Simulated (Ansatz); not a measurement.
`[AlH2][SiH2]S` + `C[NH][AlH2]` → `C[N]([AlH2])[AlH2]` + `[SiH3]S` at 600 K and 1 bar (cleavage of the Al–Si bond).

Gas-phase electronic energies from Ansatz, PBE0-D4/def2-TZVP geometries. CCSD(T)/CBS is the MP2 limit (def2-TZVPP, def2-QZVPP) plus CCSD(T) − MP2 in def2-TZVPP, frozen cores. Each species was taken in one conformer, which may not be the lowest.

| species | CCSD(T)/CBS energy (Eh) | H − E (kJ/mol) | S (J/(mol·K)) |
| --- | --- | --- | --- |
| `[AlH2][SiH2]S` | -931.87373 | 160.2 | 423.3 |
| `C[NH][AlH2]` | -338.38977 | 225.3 | 362.9 |
| `C[N]([AlH2])[AlH2]` | -581.02164 | 252.1 | 452.9 |
| `[SiH3]S` | -689.27336 | 126.3 | 326.2 |

H − E and S are ideal-gas, rigid-rotor, harmonic terms from PBE0-D4/def2-TZVP, for one conformer and one mirror image of each species. 1 Eh = 2625.50 kJ/mol, R = 8.31446 J/(mol·K).

By hand: ΔE, ΔH, ΔS and ΔG.

ΔE = (-581.02164) + (-689.27336) − (-931.87373) − (-338.38977) = -0.03150 Eh = -82.7 kJ/mol. Δ(H − E) = 252.1 + 126.3 − 160.2 − 225.3 = -7.1, so ΔH = -89.8 kJ/mol. ΔS = 452.9 + 326.2 − 423.3 − 362.9 = -7.1 J/(mol·K). ΔG = -89.8 − 600 × (-7.1)/1000 = -85.5 kJ/mol.

By hand: the equilibrium constant, and the temperature at which ΔG would vanish if ΔH and ΔS stayed fixed.

log₁₀ K = −ΔG/(RT ln 10) = 7.4. ΔG = 0 at ΔH/ΔS = 12648 K, far beyond where these terms or the molecules hold.

The number of gas molecules stays the same, so ΔS is small and ΔH decides. A doubt of 5 kJ/mol in ΔE shifts log₁₀ K by 0.4 here. Other conformers and mirror images would add mixing entropy, several J/(mol·K) or more a flexible species. Modes under 60 cm⁻¹, often nearly free rotors, make the harmonic entropy too high. These are equilibria of isolated gas molecules and say nothing of rates. Largest T1 diagnostic: 0.012 (customary marks: 0.02 for closed shells, 0.045 for open ones).
